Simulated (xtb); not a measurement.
Cd(OH)(SMe) (CH₄CdOS), SMILES C[S][Cd][OH]. All values are semi-empirical tight-binding results from xtb (GFN2-xTB unless named), good for trends rather than for accurate numbers. Coordinates come from a GFN2-xTB optimisation. The structure was generated by enumeration; whether it is a known compound was not checked. Other conformers were not sampled.

Optimised geometry:

```xyz
8

Cd    -0.2956     0.5672     0.2000
O     -1.6040     0.5187     1.6501
H     -2.1170     1.3111     1.8275
S      1.1455    -1.2699    -0.2845
C      1.1933    -1.3612    -2.1149
H      0.1859    -1.4505    -2.5157
H      1.7584    -2.2588    -2.3485
H      1.7051    -0.4928    -2.5206
```

A frequency run showed that this geometry is not a minimum.

For metal compounds this method's bond lengths and energies can be far off.

Computed properties:
```json
{
  "orbital_gap": "2.39 eV"
}
```

Give the atomic charges and the Wiberg bond orders between heavy atoms. (The exact figures need the calculation; the answer reports its results.)

charges (e) Cd1 0.41, O2 -0.59, H3 0.29, S4 -0.26, C5 -0.05, H6 0.06, H7 0.08, H8 0.06. Bond orders Cd1–O2 0.82, Cd1–S4 0.89, S4–C5 1.00.
